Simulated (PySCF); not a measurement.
**One reaction down a group: Al, Ga, In**

The same gas-phase reaction for Al, Ga, In:
- 3 AlBr + Cl2 → 2 AlCl + AlBr3
- 3 GaBr + Cl2 → 2 GaCl + GaBr3
- 3 InBr + Cl2 → 2 InCl + InBr3

Method: PySCF energies plus ideal-gas RRHO corrections (1 bar). † marks an energy on the PBE0/def2-TZVP geometry and frequencies; other levels use their own. CCSD(T) freezes the core. All species are closed-shell singlets. In: scalar-relativistic def2 core potential, no spin-orbit coupling. Br, Ga: all electrons, no relativistic terms. CCSD(T) isn't extrapolated to the basis-set limit. The harmonic model lacks anharmonicity and excited electronic states, which grow with temperature; levels with a mode under 35 cm⁻¹ are left out. Soft modes under 120 cm⁻¹ make the harmonic entropy rough for AlBr3, GaBr3, InBr3.

ΔH°(298 K) in kJ, by level:

```tsv
level	Al	Ga	In
ωB97M-V/def2-TZVP†	-523.7	-377.9	-309.9
PBE/def2-SVP	-519.4	-374.0	-286.7
CCSD(T)/def2-SVP†	-540.2	-413.6	-323.9
M06-2X/def2-TZVP†	-524.3	-398.7	-318.2
CCSD(T)/def2-TZVPP†	-536.1	-402.7	-311.9
PBE0/def2-TZVP	-522.6	-376.6	-296.9
LDA/def2-TZVP†	-520.7	-383.6	-298.8
HF/def2-TZVP†	-543.4	-399.9	-327.0
```

At ωB97M-V/def2-TZVP†, ΔH° rises from Al to In, over a range of 213.8 kJ; the steps are +145.8, +68.0 kJ. 8 of the 8 levels shown give the same order. The levels scatter most for In (40.3 kJ between the highest and the lowest) and least for Al (24.0 kJ). ΔS°(298 K) runs from -137.3 to -130.5 J/K, so TΔS° at 298 K spreads over 2.0 kJ among the members, against 213.8 kJ for ΔH°.

Free energies at ωB97M-V/def2-TZVP†:

| member | ΔS°(298 K), J/K | ΔG°(298 K), kJ | ΔG°(2500 K), kJ | ΔG° changes sign |
|---|---|---|---|---|
| Al | -137.3 | -483 | -202 | none from 298 to 2500 K |
| Ga | -137.3 | -337 | -59 | none from 298 to 2500 K |
| In | -130.5 | -271 | -10 | none from 298 to 2500 K |

The NASA 1993 table, where it holds all species, gives ΔH°(298 K) = -561 kJ for Al; its entries are part measured, part old estimates, and weren't checked at source. After a fit of one offset per element over all species, the range-separated, M06-2X, PBE0/def2-QZVP and CCSD(T)/def2-TZVPP enthalpies, where run, lie to one side of the table for AlBr (-34 kJ/mol), AlCl (-22 kJ/mol), AlBr3 (-15 kJ/mol): a fault of the table's entry, another state or a shared error of the levels is possible; this was not checked at source.
